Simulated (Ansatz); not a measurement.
The inner images of a band of FGeH3 (5 atoms, charge 0, multiplicity 1) are given out of order.

Theory: RKS PBE/def2-SVP (Ansatz).

First end point:

```xyz
5
Properties=species:S:1:pos:R:3
Ge 0.260 0.000 0.102
F 0.332 0.000 1.862
H 1.724 0.000 -0.406
H -0.500 1.285 -0.314
H -0.500 -1.285 -0.314
```

Last end point:

```xyz
5
Properties=species:S:1:pos:R:3
Ge 0.042 0.000 -0.757
F 1.164 0.000 1.287
H 2.006 0.000 0.864
H -0.948 1.152 -0.232
H -0.948 -1.152 -0.232
```

Q: Put them in order from the first end to the last, with their energies above the first end.
A.
```xyz
5
Properties=species:S:1:pos:R:3
Ge 0.224 0.000 -0.229
F 0.852 0.000 1.604
H 1.696 0.000 0.295
H -0.728 1.236 -0.370
H -0.728 -1.236 -0.370
```
B.
```xyz
5
Properties=species:S:1:pos:R:3
Ge 0.236 0.000 0.002
F 0.601 0.000 1.740
H 1.769 0.000 -0.058
H -0.645 1.237 -0.376
H -0.645 -1.237 -0.376
```
C.
```xyz
5
Properties=species:S:1:pos:R:3
Ge 0.228 0.000 -0.099
F 0.726 0.000 1.664
H 1.744 0.000 0.126
H -0.691 1.237 -0.380
H -0.691 -1.237 -0.380
```
D.
```xyz
5
Properties=species:S:1:pos:R:3
Ge 0.250 0.000 0.068
F 0.470 0.000 1.815
H 1.760 0.000 -0.242
H -0.582 1.247 -0.355
H -0.582 -1.247 -0.355
```
E.
```xyz
5
Properties=species:S:1:pos:R:3
Ge 0.111 0.000 -0.661
F 1.170 0.000 1.407
H 1.839 0.000 0.721
H -0.902 1.173 -0.268
H -0.902 -1.173 -0.268
```
F.
```xyz
5
Properties=species:S:1:pos:R:3
Ge 0.206 0.000 -0.365
F 0.997 0.000 1.535
H 1.649 0.000 0.441
H -0.768 1.232 -0.340
H -0.768 -1.232 -0.340
```
G.
```xyz
5
Properties=species:S:1:pos:R:3
Ge 0.166 0.000 -0.529
F 1.127 0.000 1.462
H 1.672 0.000 0.598
H -0.825 1.215 -0.300
H -0.825 -1.215 -0.300
```

A: D (+0.12 eV), B (+0.51 eV), C (+1.22 eV), A (+1.99 eV), F (+2.33 eV), G (+2.06 eV), E (+1.92 eV).

The run took 24 s on 1 thread of Intel(R) Xeon(R) 6975P-C (Granite Rapids) (shared host), peak memory 0.12 GiB.
